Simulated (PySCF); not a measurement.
Species: C2H7B3O4.
Z-matrix (Å and degrees, PBE0-D3(BJ)/def2-SVP geometry), rows numbered from 1:
```
C 
O   1  1.3931
C   2  1.3999  1  113.63
B   3  1.5741  2  116.31  1    76.35
O   4  1.3746  3  122.66  2    -2.15
B   5  1.3691  4  120.85  3   178.20
O   6  1.3710  5  119.54  4     0.53
B   7  1.3712  6  120.52  5    -0.02
O   8  1.3679  7  119.46  6    -0.08
H   1  1.0991  2  107.84  3  -179.24
H   1  1.1098  2  111.73  3    61.84
H   1  1.1068  2  112.46  3   -59.95
H   3  1.1131  2  111.83  1   -50.13
H   3  1.1060  2  107.49  1  -163.93
H   6  1.2021  5  120.29  4  -179.64
H   8  1.2025  7  120.21  6   179.93
```

Computed at PBE0/pcSseg-1 (PySCF, non-relativistic), with Q(17O) = −0.0256 b, Q(11B) = 0.04059 b: O2, 17O (I = 5/2): χzz = 12.45 MHz, η = 0.995; B4, 11B (I = 3/2): χzz = 3.743 MHz, η = 0.567; O5, 17O (I = 5/2): χzz = 5.062 MHz, η = 0.837; B6, 11B (I = 3/2): χzz = 3.805 MHz, η = 0.455; O7, 17O (I = 5/2): χzz = 5.042 MHz, η = 0.792; O9, 17O (I = 5/2): χzz = 4.919 MHz, η = 0.886.

Problem. Where would the pure quadrupole (NQR) lines of 17O at O2 fall for the rigid, isolated species?

Solution. From the eigenvalues of H = χ/[4I(2I − 1)] × [3Iz² − I(I + 1) + η(Ix² − Iy²)], steps between neighbouring levels, labelled as for η = 0: ±1/2↔±3/2 3.282 MHz, ±3/2↔±5/2 3.297 MHz (ether oxygen).

Problem. Find the zero-field quadrupole resonance frequencies of 11B at B4.

Solution. From ν = (|χ|/2)√(1 + η²/3): ν = 1.969 MHz (three-coordinate boron).

Problem. Where would the pure quadrupole (NQR) lines of 17O at O5 fall for the rigid, isolated species?

Solution. From the eigenvalues of H = χ/[4I(2I − 1)] × [3Iz² − I(I + 1) + η(Ix² − Iy²)], steps between neighbouring levels, labelled as for η = 0: ±1/2↔±3/2 1.199 MHz, ±3/2↔±5/2 1.375 MHz (boron-bound oxygen).

Problem. Where would the pure quadrupole (NQR) lines of 11B at B6 fall for the rigid, isolated species?

Solution. From ν = (|χ|/2)√(1 + η²/3): ν = 1.967 MHz (three-coordinate boron).

Problem. Find the zero-field quadrupole resonance frequencies of 17O at O7.

Solution. From the eigenvalues of H = χ/[4I(2I − 1)] × [3Iz² − I(I + 1) + η(Ix² − Iy²)], steps between neighbouring levels, labelled as for η = 0: ±1/2↔±3/2 1.157 MHz, ±3/2↔±5/2 1.380 MHz (boron-bound oxygen).

Problem. Find the zero-field quadrupole resonance frequencies of 17O at O9.

Solution. From the eigenvalues of H = χ/[4I(2I − 1)] × [3Iz² − I(I + 1) + η(Ix² − Iy²)], steps between neighbouring levels, labelled as for η = 0: ±1/2↔±3/2 1.205 MHz, ±3/2↔±5/2 1.326 MHz (boron-bound oxygen).

In a crystal, neighbours and librations shift these lines. A larger basis could move these couplings by a tenth or more.

One conformer stands for the species.
